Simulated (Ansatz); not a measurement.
Consider the ligand exchange at a B–Br bond: `NBBr` + H₂Se → `NB[SeH]` + HBr.

Gas-phase electronic energies from Ansatz, PBE0-D4/def2-TZVP geometries. CCSD(T)/CBS is the MP2 limit (def2-TZVPP, def2-QZVPP) plus CCSD(T) − MP2 in def2-TZVPP, frozen cores. Functionals use def2-TZVPP. B3LYP here is the variant with VWN-RPA as its local correlation; programs differ in this. For Br, Se outer-core shells are correlated without core-valence functions, which leaves a few kJ/mol of doubt a bond. Scalar relativity is left out up to krypton. Each species was taken in one conformer, which may not be the lowest.

(1) Is it downhill or uphill in electronic energy at CCSD(T)/CBS, and by how much? (Best estimate.)

(2) What do these levels give: PBE-D4, r2SCAN-D4, B3LYP-D4, BHLYP-D4, ωB97X-V, revPBE, BLYP, SCS-MP2/def2-TZVPP, MP2/def2-QZVPP, HF/CBS(def2), MP2/CBS(def2), CCSD/CBS(def2)? (Best estimate.)

Largest T1 diagnostic among the species: 0.011.

## Answers

(1) Computed: Uphill: ΔE = +5.2 kcal/mol.

(2) The calculation gave: PBE-D4 4.6, r2SCAN-D4 5.1, B3LYP-D4 5.4, BHLYP-D4 5.8, ωB97X-V 5.5, revPBE 5.0, BLYP 5.6, SCS-MP2/def2-TZVPP 5.4, MP2/def2-QZVPP 5.1, HF/CBS(def2) 7.0, MP2/CBS(def2) 5.2, CCSD/CBS(def2) 5.4 kcal/mol.

Leaving LDA and LC-ωPBE aside and taking each functional with its dispersion term where it has one, the values, not all of them listed here, spread over 1.3 kcal/mol, from revPBE-D4 to BHLYP-D4. In def2-TZVPP, CCSD(T) changes the Hartree–Fock value by −1.9 kcal/mol (the triples alone add −0.2 kcal/mol) and MP2 by −1.9 kcal/mol.
